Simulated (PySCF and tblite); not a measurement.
Results of a calculation; reference values are marked as such.
C₆H₆O₃, numbered as in [CH3:1][O:2][C:3](=[O:4])[c:5]1[cH:6][cH:7][o:8][cH:9]1. Free energies: B3LYP-D3(BJ)/def2-SVP (IEF-PCM, chloroform) on GFN2-xTB structures plus GFN2-xTB thermal terms, symmetry and mirror images included. Conformers within 3 kcal/mol (GFN2-xTB free energy) were kept, 10 at most. GIAO shieldings: B97-2/pcSseg-1 (IEF-PCM, chloroform). Shifts are against TMS (¹H), TMS (¹³C) at the same level. Programs: PySCF with density fitting and tblite.

Torsions listed: C1–O2–C3–O4, O2–C3–C5–C6.

| conformer | shape | point group | mirror pair | ΔE(DFT) | Δ(G−E) at 400 K | δ H9 (ppm) |
| --- | --- | --- | --- | --- | --- | --- |
| 1 | 0°, 180° | Cs | no | 0.00 | 0.00 | 8.19 |
| 2 | 0°, 0° | Cs | no | 0.17 | 0.04 | 8.36 |

Energies in kcal/mol; the thermal term leaves out symmetry numbers and mirror images.

Task: Work out the weights at 400 K and the ¹H shift of H9 under fast exchange.

Result: RT = 0.795 kcal/mol. Each conformer gets RT ln(σ/g), with σ the rotational symmetry number and g = 2 for a mirror pair: 1: σ = 1, g = 1, G = 0.00 + 0.00 + 0.00 = 0.00, 0.00 above the lowest, exp(−ΔG/RT) = 1.000; 2: σ = 1, g = 1, G = 0.17 + 0.04 + 0.00 = 0.21, 0.21 above the lowest, exp(−ΔG/RT) = 0.765. The sum is 1.765, so the weights are 56.7, 43.3 %. The averaged shift is 8.26 ppm. At 298.15 K it is 8.26 ppm. At 298.15 K the leading conformer alone gives 8.19 ppm and bare DFT energies give 8.26 ppm.

The minima are those of GFN2-xTB; planar forms about aryl–S or allylic bonds may be saddles in DFT.


Conformer gaps in def2-SVP on xTB geometries can be 2 kcal/mol too large for S=O, P=O and other polar bonds.